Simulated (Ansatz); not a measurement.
Steps of a relaxation of CH₄F₂GeO, SMILES `FC(F)[O][GeH3]` with RKS PBE0-D4/def2-TZVP.

```sh
$ ansatz run in.yaml --threads 4 --pin off --events-out ev --progress --plain --max-ram 10444MiB
```

```yaml
crystal:
  periodic: [false, false, false]
  atoms:
    - {symbol: F, position_ang: [1.417315, -1.182264, 0.889387]}
    - {symbol: C, position_ang: [1.359810, -0.257620, -0.124261]}
    - {symbol: F, position_ang: [1.475404, 0.974667, 0.489650]}
    - {symbol: O, position_ang: [0.212182, -0.348856, -0.819556]}
    - {symbol: Ge, position_ang: [-1.363088, 0.205567, -0.031622]}
    - {symbol: H, position_ang: [2.237668, -0.406525, -0.793158]}
    - {symbol: H, position_ang: [-2.409283, -0.612304, -0.816499]}
    - {symbol: H, position_ang: [-1.505360, 1.724054, -0.284276]}
    - {symbol: H, position_ang: [-1.336249, -0.143118, 1.473434]}
basis:
  gaussian: {orbitals: def2-TZVP}
hamiltonian: {xc: pbe0, dispersion: d4}
relax: {f_tol: 0.005, max_steps: 150}
```

Positions (Å) and forces (eV/Å) along the path, 10 of 10 steps:

```xyz
9
step=1 energy=-65089.8214 eV
F     1.417   -1.182    0.889   -0.023    0.456   -0.402
C     1.360   -0.258   -0.124   -0.024    0.014   -0.300
F     1.475    0.975    0.490   -0.026   -0.601   -0.216
O     0.212   -0.349   -0.820    0.124    0.223    0.692
Ge   -1.363    0.206   -0.032    0.207   -0.112   -0.141
H     2.238   -0.407   -0.793   -0.503    0.096    0.481
H    -2.409   -0.612   -0.816    0.166    0.122    0.114
H    -1.505    1.724   -0.284    0.057   -0.251    0.035
H    -1.336   -0.143    1.473    0.022    0.053   -0.262
9
step=2 energy=-65089.8524 eV
F     1.406   -1.169    0.885   -0.006    0.148   -0.147
C     1.349   -0.254   -0.127   -0.053    0.030   -0.066
F     1.471    0.969    0.486   -0.006   -0.231   -0.105
O     0.205   -0.343   -0.812    0.025    0.101    0.305
Ge   -1.360    0.202   -0.031    0.195   -0.075   -0.125
H     2.217   -0.404   -0.782   -0.142    0.030    0.136
H    -2.396   -0.609   -0.813    0.009    0.020    0.019
H    -1.484    1.708   -0.282   -0.010   -0.026    0.008
H    -1.320   -0.147    1.459   -0.012    0.003   -0.026
9
step=3 energy=-65089.8571 eV
F     1.409   -1.163    0.884   -0.002   -0.010    0.000
C     1.348   -0.253   -0.127    0.024    0.020    0.027
F     1.478    0.966    0.481    0.002   -0.007   -0.015
O     0.205   -0.340   -0.802   -0.067    0.025    0.041
Ge   -1.355    0.200   -0.034    0.026   -0.022   -0.032
H     2.209   -0.406   -0.780    0.021   -0.008   -0.023
H    -2.394   -0.605   -0.813   -0.001   -0.008   -0.012
H    -1.486    1.705   -0.281    0.002    0.010    0.001
H    -1.325   -0.150    1.455   -0.003   -0.001    0.012
9
step=4 energy=-65089.8577 eV
F     1.418   -1.157    0.889    0.012    0.004   -0.005
C     1.353   -0.251   -0.126   -0.053   -0.005    0.018
F     1.493    0.969    0.472    0.020   -0.004   -0.012
O     0.202   -0.339   -0.790    0.022   -0.003   -0.003
Ge   -1.359    0.199   -0.031   -0.029   -0.006   -0.023
H     2.205   -0.415   -0.790    0.017    0.006    0.002
H    -2.389   -0.605   -0.825    0.006    0.008    0.007
H    -1.488    1.706   -0.273    0.002    0.003    0.004
H    -1.346   -0.155    1.457    0.004   -0.004    0.011
9
step=5 energy=-65089.8577 eV
F     1.420   -1.142    0.900   -0.022   -0.004    0.017
C     1.353   -0.250   -0.125    0.100    0.005   -0.034
F     1.507    0.978    0.455   -0.029    0.001    0.006
O     0.202   -0.340   -0.785   -0.048   -0.004   -0.011
Ge   -1.364    0.195   -0.032    0.022    0.011    0.021
H     2.205   -0.425   -0.789   -0.024   -0.003    0.008
H    -2.397   -0.596   -0.834    0.011   -0.005   -0.007
H    -1.486    1.705   -0.261   -0.002   -0.001    0.000
H    -1.352   -0.172    1.453   -0.007   -0.001    0.000
9
step=6 energy=-65089.8580 eV
F     1.418   -1.132    0.908    0.001    0.004    0.004
C     1.353   -0.249   -0.127    0.000    0.000   -0.006
F     1.502    0.984    0.442    0.001    0.000    0.005
O     0.200   -0.346   -0.786    0.001   -0.001    0.001
Ge   -1.361    0.195   -0.029   -0.001   -0.003   -0.004
H     2.204   -0.431   -0.788   -0.001   -0.002   -0.004
H    -2.392   -0.591   -0.841    0.001    0.003    0.002
H    -1.479    1.706   -0.249    0.000    0.002   -0.001
H    -1.357   -0.181    1.454   -0.001   -0.002    0.001
9
step=7 energy=-65089.8580 eV
F     1.419   -1.128    0.911    0.000    0.000   -0.001
C     1.353   -0.249   -0.127    0.001    0.001    0.003
F     1.503    0.986    0.438    0.000    0.001   -0.002
O     0.200   -0.349   -0.785    0.001   -0.001   -0.001
Ge   -1.362    0.194   -0.029    0.000    0.000    0.002
H     2.204   -0.433   -0.789   -0.001    0.000   -0.001
H    -2.393   -0.588   -0.843    0.000    0.001   -0.001
H    -1.476    1.706   -0.246    0.000    0.000    0.000
H    -1.360   -0.185    1.453   -0.001    0.000    0.000
9
step=8 energy=-65089.8581 eV
F     1.422   -1.116    0.920   -0.001    0.001   -0.007
C     1.354   -0.248   -0.128    0.001    0.000    0.010
F     1.505    0.992    0.424   -0.001   -0.003   -0.006
O     0.199   -0.355   -0.781    0.002   -0.001    0.001
Ge   -1.362    0.192   -0.028   -0.001    0.005    0.001
H     2.202   -0.440   -0.790    0.000    0.001    0.003
H    -2.393   -0.580   -0.851   -0.001   -0.001    0.001
H    -1.469    1.705   -0.235    0.000   -0.002    0.001
H    -1.369   -0.197    1.453    0.000   -0.001   -0.003
9
step=9 energy=-65089.8581 eV
F     1.423   -1.110    0.924    0.001    0.003   -0.005
C     1.354   -0.248   -0.128   -0.002    0.000    0.006
F     1.506    0.996    0.417    0.000   -0.003   -0.003
O     0.199   -0.357   -0.780    0.002    0.001   -0.001
Ge   -1.362    0.191   -0.028   -0.002   -0.004    0.003
H     2.202   -0.443   -0.790    0.000    0.001    0.002
H    -2.394   -0.577   -0.854    0.000    0.003   -0.002
H    -1.466    1.706   -0.230    0.000   -0.003    0.000
H    -1.372   -0.204    1.451    0.001    0.003    0.000
9
step=10 energy=-65089.8581 eV
F     1.423   -1.110    0.924    0.001    0.002   -0.003
C     1.354   -0.248   -0.128   -0.003    0.000    0.004
F     1.506    0.996    0.416    0.001   -0.002   -0.001
O     0.199   -0.358   -0.780    0.001    0.000   -0.001
Ge   -1.362    0.191   -0.027   -0.001    0.000    0.000
H     2.202   -0.443   -0.789    0.001    0.000    0.001
H    -2.394   -0.576   -0.855    0.001    0.000    0.000
H    -1.466    1.705   -0.229    0.000    0.000    0.000
H    -1.372   -0.204    1.451    0.000    0.000    0.000
```

It took 34 s on 4 threads of an Arm Neoverse V2 on a shared host, with 0.52 GiB of host memory at the peak.
